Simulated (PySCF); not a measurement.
Cartesian coordinates (Å):
```xyz
3

F      1.4237    -0.2754     0.0000
Al    -0.0001     0.5515     0.0000
F     -1.4235    -0.2762     0.0000
```
Charge 0, spin multiplicity 2.

Question: Predict the total energy, highest occupied spin orbital and dipole moment from PySCF with PBE-D3(BJ)/def2-TZVP // PBE0-D3(BJ)/def2-TZVP.

Answer: 
```json
{
  "total_energy": "-12027.46 eV",
  "highest_occupied_spin_orbital": "-5.94 eV",
  "dipole_moment": "1.68 D"
}
```
